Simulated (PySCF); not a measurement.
A GIAO shielding run with PySCF (density fitting, non-relativistic, gas phase) on SMILES CN(C)[SiH2]F, C₂H₈FNSi:

```
$ OMP_NUM_THREADS=1 python probes_run.py task.json out

{"job": {"kind": "nmr", "xc": "BLYP", "basis": "pcSseg-2", "pop": false}, "charge": 0, "multiplicity": 1}
C     -0.828990    -1.308699    -0.345226
N     -0.060777    -0.135089    -0.005572
C     -0.839078     1.072680     0.124064
Si     1.649948    -0.119149    -0.081544
F      2.248338     0.145014    -1.577577
H     -1.610241    -1.503638     0.412587
H     -1.334736    -1.211810    -1.325264
H     -0.181356    -2.197134    -0.390646
H     -1.335647     1.359018    -0.823356
H     -1.629177     0.953292     0.888297
H     -0.201746     1.914127     0.434424
H      2.151222    -1.458660     0.323383
H      2.147812     1.001039     0.759333
```

Hardware: 1 thread of an Arm Neoverse V1, shared host.

Problem. How large is the calculation?

Solution. 50 electrons, 299 basis functions and 808 auxiliary functions.

Problem. How long does it take, and how much memory does it need?

Solution. 52 s of wall time, with 15 SCF cycles; peak memory 0.96 GiB. Times on a shared host scatter by some tens of per cent.

Problem. And these other runs on the same molecule and hardware: GIAO shielding at B3LYP/pcSseg-2; GIAO shielding at B97-D/pcSseg-2; GIAO shielding at BP86/pcSseg-2; GIAO shielding at HF/pcSseg-2; GIAO shielding at KT2/pcSseg-2; GIAO shielding at KT3/pcSseg-2?

Solution. B3LYP/pcSseg-2: 299 functions, 38 s; B97-D/pcSseg-2: 299 functions, 55 s; BP86/pcSseg-2: 299 functions, 52 s; HF/pcSseg-2: 299 functions, 22 s; KT2/pcSseg-2: 299 functions, 56 s; KT3/pcSseg-2: 299 functions, 55 s.
